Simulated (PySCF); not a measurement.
# A small calculation by hand: oscillator strength and radiative lifetime

C6H4S, SMILES C#Cc1ccsc1.

Coordinates come from a B3LYP-D3(BJ)/def2-SVP optimisation.

TDA-ωB97X/def2-SVPD in PySCF 2.14.0 puts the first singlet state with f over 0.02 at 5.58 eV (vertical), with the transition dipole (-0.539, -1.235, 0.000) in atomic units.

Find the oscillator strength, the wavelength and the radiative lifetime that this transition would have in vacuum if emission retraced absorption.


|μ|² = 1.8157 au, so |μ| = 3.42 D. ΔE = 5.58/27.211 = 0.2051 hartree. f = (2/3) ΔE |μ|² = 0.248 (the program prints 0.248).
λ = 1239.84/5.58 = 222 nm; ν = 45006 cm⁻¹.
Einstein's coefficient A = 0.6670 ν² f s⁻¹ (ν in cm⁻¹) = 3.4e8 s⁻¹, so τ = 1/A = 3.0 ns. This state is S1. The figure is the radiative limit of this one transition; relaxation, internal conversion, crossing to triplets and a medium change what is measured.
